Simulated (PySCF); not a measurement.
From computed data to an observable: oscillator strength and radiative lifetime

C₅H₁₂Si, SMILES C[C@@H]1C[C@@]1(C)[SiH3].

Coordinates come from a PBE-D3(BJ)/def2-SVP optimisation. The structure was generated by enumeration; whether it is a known compound was not checked.

TDA-PBE/def2-SVPD in PySCF puts the first singlet state with f over 0.02 at 6.79 eV (vertical), with the transition dipole (-0.251, 0.283, 0.084) in atomic units.

Problem. Find the oscillator strength, the wavelength and the radiative lifetime that this transition would have in vacuum if emission retraced absorption.

Solution. 
|μ|² = 0.1501 au, so |μ| = 0.98 D. ΔE = 6.79/27.211 = 0.2495 hartree. f = (2/3) ΔE |μ|² = 0.025 (the program prints 0.025).
λ = 1239.84/6.79 = 183 nm; ν = 54765 cm⁻¹.
Einstein's coefficient A = 0.6670 ν² f s⁻¹ (ν in cm⁻¹) = 5.0e7 s⁻¹, so τ = 1/A = 20 ns. This state is S3; the lower singlets have f = 0.009, 0.008. The figure is the radiative limit of this one transition; relaxation, internal conversion, crossing to triplets and a medium change what is measured.
